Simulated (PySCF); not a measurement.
C4H6O4Zn, SMILES CC1[O][Zn]2([O]C(C)=[O]->2)<-[O]=1. Atoms are numbered in the order given.

```xyz
15

Zn     0.0069     0.0014     0.0013
C      0.0979     2.3691    -3.0630
C      0.0805     1.4410    -1.8787
O     -0.4289     0.2698    -1.9833
O      0.5510     1.8272    -0.7508
H      0.9688     3.0470    -3.0100
H      0.0947     1.7960    -4.0071
H     -0.8192     2.9931    -3.0351
C     -0.1339    -2.3768     3.0557
C     -0.0707    -1.4386     1.8810
O     -1.0420    -0.6374     1.6420
O      0.9430    -1.4546     1.0969
H      0.8823    -2.6063     3.4233
H     -0.7628    -1.9524     3.8585
H     -0.5986    -3.3277     2.7226
```

Coordinates come from a PBE-D3(BJ)/def2-SVP optimisation. The isomer is the one that the SMILES or the coordinates give; other isomers of the formula were not compared. Other conformers were not sampled.

These are PBE-D3(BJ)/def2-SVP in PySCF values and carry that method's errors.

Frequencies are harmonic and unscaled.

A small imaginary wavenumber (i) marks a very flat motion, where grid noise or a shallow saddle decides the sign.

```csv
mode,ν (cm⁻¹),IR (km/mol),moving atoms (share of kinetic energy)
1,16i,0.8,H 97 %
2,15i,0.6,H 94 %
3,47,0.0,"C 42 %, Zn 35 %, H 15 %"
4,47,0.0,"C 42 %, Zn 35 %, H 15 %"
5,79,0.0,O 100 %
6,169,14.2,"O 49 %, C 22 %, Zn 17 %, H 12 %"
7,169,14.4,"O 48 %, C 22 %, Zn 18 %, H 12 %"
8,214,7.9,"O 55 %, C 22 %, H 12 %, Zn 11 %"
9,214,7.9,"O 55 %, C 22 %, H 12 %, Zn 11 %"
10,254,0.0,"O 49 %, C 45 %"
11,407,82.2,"Zn 63 %, C 20 %, O 13 %"
12,453,0.3,"O 65 %, H 21 %, C 14 %"
13,453,0.3,"O 65 %, H 21 %, C 14 %"
14,595,4.2,"C 46 %, H 33 %, O 21 %"
15,595,5.3,"C 46 %, H 33 %, O 21 %"
16,704,0.2,"O 56 %, C 34 %, H 10 %"
17,709,99.5,"O 56 %, C 33 %, H 10 %"
18,954,0.3,"O 66 %, C 25 %, H 8 %"
19,957,9.7,"O 67 %, C 25 %, H 8 %"
20,978,3.3,"H 65 %, C 25 %, O 10 %"
21,979,3.2,"H 65 %, C 25 %, O 10 %"
22,1013,9.1,"H 49 %, C 48 %"
23,1013,10.3,"H 49 %, C 48 %"
24,1308,0.7,"H 77 %, C 20 %"
25,1308,0.4,"H 77 %, C 20 %"
26,1377,38.0,H 94 %
27,1377,37.6,H 94 %
28,1394,46.3,H 91 %
29,1394,10.0,H 91 %
30,1464,461.4,"C 70 %, O 23 %"
31,1467,0.0,"C 71 %, O 23 %"
32,1563,250.5,"C 67 %, O 28 %"
33,1563,250.4,"C 67 %, O 28 %"
34,2996,0.6,H 97 %
35,2996,0.7,H 97 %
36,3085,3.1,"H 91 %, C 9 %"
37,3086,1.8,"H 91 %, C 9 %"
38,3126,1.2,"H 90 %, C 10 %"
39,3126,1.2,"H 90 %, C 10 %"
```
